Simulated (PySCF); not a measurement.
H4OSiZn. Atoms are numbered in the order given.

```xyz
7

Zn    -0.0325     1.2387     0.0000
H     -0.3532     2.7165     0.0000
O      0.4245    -0.4737     0.0000
Si    -0.0920    -2.0310     0.0000
H     -0.9270    -2.3446    -1.2052
H      1.0746    -2.9637     0.0000
H     -0.9270    -2.3446     1.2052
```
Charge 0, spin multiplicity 1.

The structure is a stationary point at B3LYP-D3(BJ)/def2-SVP.

The numbers are results of TDA-ωB97X/def2-SVPD in PySCF 2.14.0, not measurements.

Vertical excitations.  State labels are in the subgroup Cs.

Problem. Estimate the UV-visible absorptions. (The exact figures need the calculation; the answer reports its results.)

Solution. 
| state | symmetry | energy (eV) | λ (nm) | f | main pairs |
|---|---|---|---|---|---|
| S1 | A" | 6.68 | 186 | 0.006 | HOMO→LUMO 62 %, HOMO→LUMO+2 28 % |
| S2 | A' | 6.91 | 179 | 0.012 | HOMO−1→LUMO 45 %, HOMO−1→LUMO+2 40 % |
| S3 | A" | 7.32 | 169 | 0.004 | HOMO→LUMO+2 57 %, HOMO→LUMO 27 % |
| S4 | A' | 7.38 | 168 | 0.010 | HOMO→LUMO+1 51 %, HOMO−1→LUMO+2 23 %, HOMO−1→LUMO 9 % |
| S5 | A" | 7.43 | 167 | 0.017 | HOMO−1→LUMO+1 81 % |
| S6 | A' | 7.76 | 160 | 0.125 | HOMO→LUMO+1 31 %, HOMO−1→LUMO 29 %, HOMO−1→LUMO+2 21 %, HOMO−2→LUMO+2 5 % |
| S7 | A' | 8.19 | 151 | 0.160 | HOMO−2→LUMO 75 %, HOMO−2→LUMO+2 14 % |
| S8 | A" | 8.24 | 150 | 0.166 | HOMO−2→LUMO+1 87 % |
| S9 | A" | 8.48 | 146 | 0.020 | HOMO→LUMO+5 31 %, HOMO→LUMO+3 22 %, HOMO−3→LUMO+2 15 %, HOMO−3→LUMO 11 % |
| S10 | A' | 8.58 | 145 | 0.007 | HOMO−1→LUMO+5 31 %, HOMO−1→LUMO+3 25 %, HOMO−4→LUMO+2 18 %, HOMO−4→LUMO 11 % |
| T1 | A" | 6.43 | 193 | 0 | HOMO→LUMO 52 %, HOMO→LUMO+2 34 % |
| T2 | A' | 6.55 | 189 | 0 | HOMO−1→LUMO 49 %, HOMO−1→LUMO+2 34 % |
| T3 | A' | 7.18 | 173 | 0 | HOMO→LUMO+1 68 % |
| T4 | A" | 7.24 | 171 | 0 | HOMO→LUMO+2 43 %, HOMO→LUMO 29 %, HOMO−1→LUMO+1 9 % |
Triplets are in the Tamm–Dancoff approximation.
